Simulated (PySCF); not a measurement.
Molecule: CH3Si, charge 0, multiplicity 2. It need not be the lowest isomer of its formula. SMILES: [Si]C
Geometry: optimised at B3LYP-D3(BJ)/def2-TZVP (Ansatz).

Dispersion corrections to the total energy (kcal/mol) from the dftd3 and dftd4 libraries through PySCF: D3(BJ) without and D4 with the three-body term, each with the damping fitted for the functional named.

| functional | D3(BJ) | D4 |
|---|---|---|
| B3LYP | (withheld) | -2.50 |
| BP86 | (withheld) | -1.99 |
| TPSSh | -1.90 | -1.85 |
| LC-wPBE | -1.55 | -1.71 |
| PW6B95 | -0.84 | -1.41 |
| PBE0 | -1.41 | -1.25 |
| BHLYP | (withheld) | -1.87 |

Fill in the missing entries.


- B3LYP, D3(BJ): -3.03
- BP86, D3(BJ): -2.71
- BHLYP, D3(BJ): -2.44
